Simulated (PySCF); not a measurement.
Bond stretch in BeH (cation, charge +1), singlet.

Computed with: UKS-CAM-B3LYP = unrestricted CAM-B3LYP/cc-pVQZ in PySCF; RKS-PBE = restricted PBE/cc-pVQZ in PySCF; UHF/cc-pVQZ (PySCF); UCCSD(T) = CCSD(T) on UHF/cc-pVQZ (PySCF).

Energies relative to the lowest point of each curve near equilibrium, in eV:

| R / Å | UKS-CAM-B3LYP | RKS-PBE | UHF |
|---|---|---|---|
| 1.07 | 0.704 | 0.763 | 0.703 |
| 1.13 | 0.360 | 0.407 | 0.352 |
| 1.19 | 0.145 | 0.179 | 0.136 |
| 1.26 | 0.021 | 0.039 | 0.015 |
| 1.36 | 0.015 | 0.007 | 0.019 |
| 1.54 | 0.315 | 0.254 | 0.353 |
| 1.66 | 0.634 | 0.532 | 0.700 |
| 1.79 | 1.024 | 0.876 | 1.023 |
| 2.17 | 2.032 | 1.876 | 1.566 |
| 2.40 | 2.392 | 2.388 | 1.747 |
| 4.65 | 3.130 | 3.952 | 2.073 |
| 5.26 | 3.140 | 3.941 | 2.077 |

### Question
Estimate the UCCSD(T) values at these points.

### Answer
1.07: 0.682; 1.13: 0.345; 1.19: 0.137; 1.26: 0.018; 1.36: 0.016; 1.54: 0.306; 1.66: 0.607; 1.79: 0.966; 2.17: 1.922; 2.40: 2.345; 4.65: 3.188; 5.26: 3.193 (eV).

The unrestricted determinant behind UKS-CAM-B3LYP is spin-contaminated at 1.99 to 5.26 Å (<S²> up to 1.0, against 0.00 for a pure singlet). At the longest distance RKS-PBE leaves fractional charges on the fragments, a sign of delocalisation error or of the restricted form. The restricted form behind RKS-PBE keeps the bonding electrons paired and can't separate into open-shell fragments. The unrestricted determinant behind UHF, UCCSD(T) is spin-contaminated at 1.66 to 5.26 Å (<S²> up to 1.0, against 0.00 for a pure singlet).
